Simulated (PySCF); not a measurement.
## How good is the calculation?

Geometry:
| atom | x (Å) | y (Å) | z (Å) |
| --- | --- | --- | --- |
| C1 | 2.722 | -0.500 | 0.207 |
| C2 | 1.631 | 0.519 | -0.085 |
| C3 | 0.265 | 0.141 | 0.476 |
| C4 | -0.798 | 1.236 | 0.318 |
| C5 | -2.119 | 0.481 | 0.393 |
| C6 | -1.844 | -0.763 | -0.453 |
| C7 | -0.372 | -1.119 | -0.167 |
| H8 | 2.471 | -1.490 | -0.206 |
| H9 | 2.869 | -0.625 | 1.291 |
| H10 | 3.686 | -0.196 | -0.227 |
| H11 | 1.926 | 1.501 | 0.324 |
| H12 | 1.535 | 0.664 | -1.176 |
| H13 | 0.387 | -0.050 | 1.558 |
| H14 | -0.697 | 1.711 | -0.675 |
| H15 | -0.699 | 2.035 | 1.069 |
| H16 | -2.984 | 1.064 | 0.042 |
| H17 | -2.323 | 0.193 | 1.439 |
| H18 | -1.969 | -0.508 | -1.518 |
| H19 | -2.536 | -1.592 | -0.245 |
| H20 | 0.156 | -1.402 | -1.093 |
| H21 | -0.293 | -1.985 | 0.507 |

Method: geometry: PBE0-D3(BJ)/def2-SVP, shieldings: GIAO B3LYP/pcSseg-1, in PySCF 2.14 (relativity neglected, fast rotation and ring inversion assumed for equivalent nuclei, in vacuum, a single conformation).

Reference values: measured (solution, not stated per compound (mostly CDCl3 or CCl4); Pretsch, Buehlmann, Badertscher, Structure Determination of Organic Compounds, 4th ed. (2009)).
| atoms | quantity | reference | computed | computed, scaled |
| --- | --- | --- | --- | --- |
| C3 | δ ¹³C | 42.3 | 45.2 | 42.9 |
| C4/C7 | δ ¹³C | 32.6 | 35.9 | 34.0 |
| C5/C6 | δ ¹³C | 25.4 | 30.3 | 28.6 |

Computed shifts are σ(ref) − σ with the named reference compound (TMS for H and C) calculated as an isolated molecule at the same level. The measured values may be among those fitted. Expected solution values come from regression of measured δ (H and C: mostly CDCl3, vs TMS) on computed σ: ¹³C (scatter 1.1 ppm rms, 1.5 ppm with the 1 outlier that the fit left out). Occasional misses reach two or three times the rms, and more in compound classes unlike the fitted ones.

How far are the unscaled ¹³C shifts from the references?

Results:

Mean signed difference +3.70 ppm, mean absolute 3.70 ppm over 3 comparisons; the largest is +4.9 ppm at C5/C6 (sp3 CH2 in a ring).

3 of the 6 published NMR values on file for this molecule are compared.
